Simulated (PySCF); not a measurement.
Spinor energies of Sc³⁺ (scandium, charge +3)

Start: [Ar]. Calculated with PySCF 2.14 in an even-tempered Gaussian basis (21 s from 0.092 bohr⁻², ratio 2.4; 15 p from 0.12 bohr⁻², ratio 2.4; 5 d from 1.9 bohr⁻², ratio 2.6; 5 f from 2.9 bohr⁻², ratio 2.6): generalised Hartree-Fock with the X2C-1e Hamiltonian and a Gaussian nucleus; one run each with spin-orbit coupling (SO) switched off, then screened by Boettger's factors.

| spinor shell | electrons | ε, spin-free (eV) | ε, screened SO (eV) | weight of nominal j (screened SO) | rms radius, screened SO (bohr) |
| --- | --- | --- | --- | --- | --- |
| 1s1/2 | 2 | -4572.0 | -4572.0 | 1.000 | 0.0844 |
| 2s1/2 | 2 | -557.21 | -557.20 | 1.000 | 0.370 |
| 2p1/2 | 2 | -459.86 | -463.10 | 1.000 | 0.338 |
| 2p3/2 | 4 | -459.86 | -458.27 | 1.000 | 0.340 |
| 3s1/2 | 2 | -101.75 | -101.75 | 1.000 | 1.13 |
| 3p1/2 | 2 | -73.626 | -74.021 | 1.000 | 1.22 |
| 3p3/2 | 4 | -73.626 | -73.431 | 1.000 | 1.23 |

| quantity | spin-free | screened SO |
| --- | --- | --- |
| E (hartree) | -761.76841 | -761.77341 |
| M_J | 0 | 0 |
| ⟨J²⟩ | 0.000 | 0.000 |
| ⟨L²⟩ | 0.000 | 0.000 |
| ⟨S²⟩ | 0.000 | 0.000 |

Without spin-orbit coupling the j labels of p, d and f shells carry no meaning; the spin-free column gives the mean over the occupied spinors of each nl shell.
